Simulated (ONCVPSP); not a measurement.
# Building the ONCV potential for lanthanum (La) (LDA (Perdew-Zunger), fully relativistic).

ONCVPSP 4.0.1 input, shortened (lines: element, Z, core and valence counts, functional; n l f; lmax; l rc ep ncon nbas qcut; lloc lpopt rc5 dvloc0; l nproj debl; icmod fcfact rcfact), LDA (Perdew-Zunger), fully relativistic:

```
  La 57.00    9    4        3      upf
    1    0    2.00
    2    0    2.00
    2    1    6.00
    3    0    2.00
    3    1    6.00
    3    2   10.00
    4    0    2.00
    4    1    6.00
    4    2   10.00
    5    0    2.00
    5    1    6.00
    5    2    2.00
    6    0    1.00
    3
    0    2.90    0.00    3    6    3.10
    1    2.00    0.00    4    8    3.30
    2    3.05    0.00    3    7    3.50
    3    2.00    0.07    3    7    6.20
    3    5    2.00    0.00
    0    3    3.20
    1    2    2.10
    2    2    3.70
    3    0    1.60
    0    0.00    0.00
```

Open shells are filled in proportion to 2j + 1.

In the f channel the program set the typed energies aside and used -0.107 Ha (j = l + 1/2; the other j can differ).

Calculated quality:

```json
{
 "Cutoffs needed": "30 Ha and 50 Ha (the cutoffs (Ha) at which the residual kinetic energy of the hardest occupied pseudo-wave falls to 1 and 0.1 mHa per electron)",
 "Ghost test": "no bound ghost flagged; GHOST(+) flagged for p3/2 at 21.9 eV, s at 70.9 eV, d5/2 at 128.6 eV, d3/2 at 129.2 eV",
 "Largest excitation error": "+9.4 meV (all-electron minus pseudo) for 5s2 5p6 5d0 6s2, out of 4 test configurations"
}
```

Generation and tests took about 7.1 s on one core of a shared server CPU.
